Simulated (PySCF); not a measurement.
## Ho³⁶⁺ (holmium, charge +36) across methods

[Ar] 3d10 4s2 4p1, 2P determinant. Computed with PySCF 2.14 in an uncontracted even-tempered set (19 s from 3.2 bohr⁻², ratio 2.5; 14 p from 4.1 bohr⁻², ratio 2.5; 8 d from 7.3 bohr⁻², ratio 2.5; 4 f from 21 bohr⁻², ratio 2.7; 4 g from 32 bohr⁻², ratio 2.7), with scalar relativity by spin-free X2C-1e.

```json
{"method": "r2SCAN", "E (hartree)": "-11853.14", "mean ε 4s α (eV)": "-1656.5", "mean ε 4s β (eV)": "-1650.2", "mean ε 4p α (eV)": "-1536.5", "Σ⟨r²⟩ (bohr²)": "1.738", "⟨S²⟩": "0.751"}
{"method": "PBE", "E (hartree)": "-11852.86", "mean ε 4s α (eV)": "-1655.6", "mean ε 4s β (eV)": "-1651.1", "mean ε 4p α (eV)": "-1535.2", "Σ⟨r²⟩ (bohr²)": "1.737", "⟨S²⟩": "0.750"}
{"method": "M06", "E (hartree)": "-11853.54", "mean ε 4s α (eV)": "-1663.9", "mean ε 4s β (eV)": "-1659.2", "mean ε 4p α (eV)": "-1541.1", "Σ⟨r²⟩ (bohr²)": "1.736", "⟨S²⟩": "0.750"}
{"method": "LDA", "E (hartree)": "-11843.67", "mean ε 4s α (eV)": "-1655.9", "mean ε 4s β (eV)": "-1651.7", "mean ε 4p α (eV)": "-1535.2", "Σ⟨r²⟩ (bohr²)": "1.738", "⟨S²⟩": "0.750"}
{"method": "TPSS", "E (hartree)": "-11852.89", "mean ε 4s α (eV)": "-1655.7", "mean ε 4s β (eV)": "-1650.1", "mean ε 4p α (eV)": "-1535.5", "Σ⟨r²⟩ (bohr²)": "1.737", "⟨S²⟩": "0.750"}
{"method": "UHF", "E (hartree)": "-11851.06150", "mean ε 4s α (eV)": "-1678.8", "mean ε 4s β (eV)": "-1667.0", "mean ε 4p α (eV)": "-1556.9", "Σ⟨r²⟩ (bohr²)": "1.739", "⟨S²⟩": "0.751"}
```

Estimate the same row for PBE0.

E (hartree) = -11852.84; mean ε 4s α (eV) = -1661.7; mean ε 4s β (eV) = -1655.4; mean ε 4p α (eV) = -1540.9; Σ⟨r²⟩ (bohr²) = 1.737; ⟨S²⟩ = 0.750.

Spin-orbit coupling, absent here, splits the open shell strongly.
